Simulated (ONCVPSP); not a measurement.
## P ONCV: all-electron and pseudo phase curves

| Property | Result |
| --- | --- |
| Element | P (Z = 15) |
| Generator | ONCVPSP 4.0.1 |
| Type | optimised norm-conserving Vanderbilt (ONCV) |
| Functional | PBE |
| Relativity | scalar-relativistic |
| Frozen core | [Ne] |
| Valence charge | 5 |
| Reference configuration | 3s2 3p3 |
| Partial waves | 3s: rc 1.45 bohr, ncon 4, nbas 7, qcut 5.8 1/bohr, 3 projectors, debl 1.7 Ha; 3p: rc 1.30 bohr, ncon 4, nbas 7, qcut 6.6 1/bohr, 2 projectors, debl 3.4 Ha; d scattering state at 0.03 Ha: rc 1.30 bohr, ncon 5, nbas 9, qcut 7.5 1/bohr, 2 projectors, debl 1.7 Ha |
| Local potential | polynomial inside 1.25 bohr (lpopt 2, dvloc0 4 Ha) |
| Core correction | polynomial model core, fcfact 0.45 |

The phase is arctan(r·R′/R) of the radial function R(r), unwrapped; energies in Ha, scanned from -2 to 5 Ha. A pole is an energy at which the radial function vanishes at the test radius. The pseudo phase is shifted by a multiple of π to meet the all-electron one at the reference energy, and phase errors are pseudo minus all-electron; the curves can meet again beyond the range given. Levels narrower than the energy grid can be missing from the lists of poles.

```
channel  radius (bohr)  reference energy (Ha)  poles, all-electron  poles, pseudo  unbroken range about the reference energy with phases within 0.05 rad  phase error 1 Ha above the reference energy (rad)
      s           1.47                  -0.51                 3.17           3.17                                                        the whole range                                             +0.000
      p           1.32                  -0.20                 none           none                                                        the whole range                                             -0.008
      d           1.32                   0.03                 4.20           4.20                                                        the whole range                                             +0.000
```

Note: ghosts flagged at negative energy: s at -147.4 eV; GHOST(+) flagged for p at 89.2 eV. A true bound ghost makes a file unfit for plane-wave use.

Phases in the s channel:

```csv
E (Ha),all-electron,pseudo
-1.98,0.740,0.740
-1.62,0.517,0.517
-1.26,0.188,0.188
-0.90,-0.228,-0.228
-0.54,-0.617,-0.617
-0.18,-0.899,-0.899
0.18,-1.087,-1.087
0.54,-1.215,-1.215
0.90,-1.305,-1.305
1.26,-1.372,-1.372
1.62,-1.425,-1.425
1.98,-1.467,-1.467
2.34,-1.503,-1.503
2.70,-1.534,-1.534
3.06,-1.563,-1.563
3.42,-1.589,-1.589
3.78,-1.615,-1.615
4.14,-1.641,-1.641
4.50,-1.667,-1.667
4.86,-1.696,-1.695
```
